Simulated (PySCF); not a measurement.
## Calculated NMR data

- GIAO PBE0/pcSseg-1 shieldings
- coordinates at the GFN2-xTB level
- code: PySCF 2.14
- averaged over atoms made equivalent by symmetry, fast rotation or ring inversion, non-relativistic, no solvent, one computed conformer

Shifts are taken against calculated references (same method and geometry level): TMS for $^{1}$H and $^{13}$C. Where no couplings were computed, multiplicities follow the n + 1 count of equivalent neighbours, and m marks all less simple cases (inequivalent or close neighbours, rings, F or P nearby). Shifts are as computed. Against solution values, carbons near 30 ppm lie about +3 ppm off and those near 130 ppm about +5 ppm. Of 1309 compounds with measured shifts, 239 miss one by over three times the rms of a fit or turn the order of signals round; such compounds aren't used in these exercises.

Compound 1 (C$_{4}$H$_{13}$NSi$_{2}$). $^{1}$H NMR (400 MHz, computed): δ 5.22 (q, 1H), 4.23 (s, 3H), 4.16 (d, 3H), 2.84 (s, 6H). $^{13}$C{$^{1}$H} NMR (computed): δ 175.3 (C), 115.3 (CH), 45.8 (CH3). Structure: SMILES CN(C)/C([SiH3])=C\[SiH3].

Compound 2 (C$_{8}$H$_{7}$N). $^{1}$H NMR (400 MHz, computed): δ 6.94 (s, 1H), 6.30 (m, 1H), 6.28 (m, 1H), 6.15 (s, 1H), 2.35 (s, 3H). $^{13}$C{$^{1}$H} NMR (computed): δ 157.9 (C), 153.3 (C), 145.1 (CH), 137.0 (CH2), 125.9 (CH), 125.7 (C), 120.8 (C), 17.1 (CH3). Structure: `C(C1=CC(=C)C=C1C)#N`.
